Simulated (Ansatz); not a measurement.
Consider the ligand exchange at a Cd–S bond: `[SH][Cd][Cl]` + H–F → `[F][Cd][Cl]` + H₂S.

Gas-phase electronic energies from Ansatz, PBE0-D4/def2-TZVP geometries. CBS: MP2 limit from def2 TZ/QZ plus the TZ coupled-cluster correction, frozen cores. This one scheme is used for every species. DFT in def2-TZVPP. HSE06 is defined as in plane-wave codes. Elements past krypton have def2 core potentials. For Cd outer-core shells are correlated without core-valence functions, which leaves a few kJ/mol of doubt a bond. One conformer a species, not always the lowest.

```json
{"level": "BLYP-D4", "ΔE (kJ/mol)": "48.7"}
{"level": "PBE0-D4", "ΔE (kJ/mol)": "67.0"}
{"level": "CAM-B3LYP-D4", "ΔE (kJ/mol)": "51.4"}
{"level": "PBE-QIDH", "ΔE (kJ/mol)": "69.9"}
{"level": "BLYP", "ΔE (kJ/mol)": "43.3"}
{"level": "r2SCAN", "ΔE (kJ/mol)": "55.8"}
{"level": "HSE06", "ΔE (kJ/mol)": "65.2"}
{"level": "CAM-B3LYP", "ΔE (kJ/mol)": "48.7"}
```

Question: What does CCSD(T)/CBS give? (Estimate.)

Answer: The calculation gave: +64.7 kJ/mol. The listed levels differ from it by -16.0, 2.3, -13.3, 5.2, -21.4, -8.9, 0.5, -16.0 kJ/mol.

Largest T1 diagnostic among the species: 0.015.

Leaving LDA and LC-ωPBE aside and taking each functional with its dispersion term where it has one, the values spread over 21.2 kJ/mol, from BLYP-D4 to PBE-QIDH. LDA lies +12.1 kJ/mol from PBE without D4. At CCSD(T), def2-SVP lies −11.4 kJ/mol from the extrapolated value and def2-TZVPP −1.2 kJ/mol. In def2-TZVPP, CCSD(T) changes the Hartree–Fock value by +9.9 kJ/mol (the triples alone add +2.0 kJ/mol) and MP2 by +21.1 kJ/mol.
